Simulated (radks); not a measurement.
Polarisability of the gold ion Au6+, [Xe] 4f14 5d5, at imaginary frequency. Method: scalar-relativistic Kohn-Sham, LDA (Slater exchange, VWN5 correlation), spin-polarised, spherical densities, finite nucleus; open shells are filled with parallel spins first (spin-orbit coupling, left out, can overturn this in heavy ions); Fermi nuclear charge, rms radius 5.4371 fm; computed with a radial shooting solver on a logarithmic mesh with Libxc functionals. Response by self-consistent Sternheimer equations with the Hartree and adiabatic LDA kernel, the relativistic mass of each level held fixed and spin-orbit coupling left out.

| w (hartree) | alpha1(iw) (bohr^3) |
|---|---|
| 0.00266 | 2.589 |
| 0.0143 | 2.589 |
| 0.0360 | 2.588 |
| 0.0697 | 2.585 |
| 0.118 | 2.578 |
| 0.186 | 2.562 |
| 0.280 | 2.528 |
| 0.413 | 2.462 |
| 0.605 | 2.338 |
| 0.892 | 2.120 |
| 1.35 | 1.768 |
| 2.12 | 1.282 |
| 3.59 | 0.7451 |
| 6.94 | 0.3188 |
| 17.5 | 0.08624 |

Static values: alpha1 = 2.589 bohr^3 (0.3836 angstrom^3; uncoupled 3.841). C6 = 10.86, triple-dipole C9 = 19.83 atomic units. One-pole (London) frequency 4 C6 / (3 alpha1^2) = 2.160 hartree, against 3.246 for minus the highest occupied eigenvalue.
